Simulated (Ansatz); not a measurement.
System: sum formula SnOCl, net charge 0, doublet state. It need not be the lowest isomer of its formula. 
Geometry from a B3LYP-D3(BJ)/def2-TZVP (Ansatz, an electronic-structure program) optimisation:
SMILES: [Sn]([Cl])=[O]
```xyz
3

Sn    -0.2985     0.3977    -0.2587
O     -1.4152    -1.2513    -0.2981
Cl     1.5439    -0.5808     0.9012
```
Charge 0, spin multiplicity 2.

Basis-set convergence of Hartree-Fock and MP2 correlation energies (hartree) with Ansatz. Valence correlation only, unless marked. UHF or UKS for open shells. Spin-orbit coupling is left out. Frozen are the shells of the preceding noble gas and the d and f shells that filled before the atom's block. In def2 rows, elements after Kr have scalar-relativistic effective core potentials.

```
basis        functions       E(HF)  E(corr, MP2)
-----------  ---------  ----------  ------------
def2-SVPD           82  -747.54325      -0.35959
def2-TZVPPD        147         [?]           [?]
```

Q: Some entries are withheld; supply them.

A: 
- def2-TZVPPD, E(HF): -747.79468
- def2-TZVPPD, E(corr, MP2): -0.45609
